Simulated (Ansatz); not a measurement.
`C=C[SiH2]N[SiH3]` + HBr → `[SiH3]N[SiH2]Br` + `C=C` at 600 K and 1 bar (ligand exchange at the Si–C bond).

Gas-phase electronic energies from Ansatz, PBE0-D4/def2-TZVP geometries. CBS: MP2 limit from def2 TZ/QZ plus the TZ coupled-cluster correction, frozen cores. This one scheme is used for every species. For Br outer-core shells are correlated without core-valence functions, which leaves a few kJ/mol of doubt a bond. Scalar relativity is left out up to krypton. One conformer a species, not always the lowest.

| species | CCSD(T)/CBS energy (Eh) | H − E (kJ/mol) | S (J/(mol·K)) |
| --- | --- | --- | --- |
| `C=C[SiH2]N[SiH3]` | -714.40667 | 342.8 | 506.6 |
| HBr | -2573.91920 | 33.5 | 219.1 |
| `[SiH3]N[SiH2]Br` | -3209.88376 | 220.3 | 459.2 |
| `C=C` | -78.48111 | 161.6 | 257.2 |

H − E and S are ideal-gas, rigid-rotor, harmonic terms from PBE0-D4/def2-TZVP, for one conformer and one mirror image of each species. 1 Eh = 2625.50 kJ/mol, R = 8.31446 J/(mol·K).

Problem. By hand: ΔE, ΔH, ΔS and ΔG.

Solution. ΔE = (-3209.88376) + (-78.48111) − (-714.40667) − (-2573.91920) = -0.03900 Eh = -102.4 kJ/mol. Δ(H − E) = 220.3 + 161.6 − 342.8 − 33.5 = 5.6, so ΔH = -96.8 kJ/mol. ΔS = 459.2 + 257.2 − 506.6 − 219.1 = -9.3 J/(mol·K). ΔG = -96.8 − 600 × (-9.3)/1000 = -91.2 kJ/mol.

Problem. By hand: the equilibrium constant, and the temperature at which ΔG would vanish if ΔH and ΔS stayed fixed.

Solution. log₁₀ K = −ΔG/(RT ln 10) = 7.9. ΔG = 0 at ΔH/ΔS = 10409 K, far beyond where these terms or the molecules hold.

The number of gas molecules stays the same, so ΔS is small and ΔH decides. A doubt of 5 kJ/mol in ΔE shifts log₁₀ K by 0.4 here. Other conformers and mirror images would add mixing entropy, several J/(mol·K) or more a flexible species. Modes under 60 cm⁻¹, often nearly free rotors, make the harmonic entropy too high. These are equilibria of isolated gas molecules and say nothing of rates. Largest T1 diagnostic: 0.011 (customary marks: 0.02 for closed shells, 0.045 for open ones).
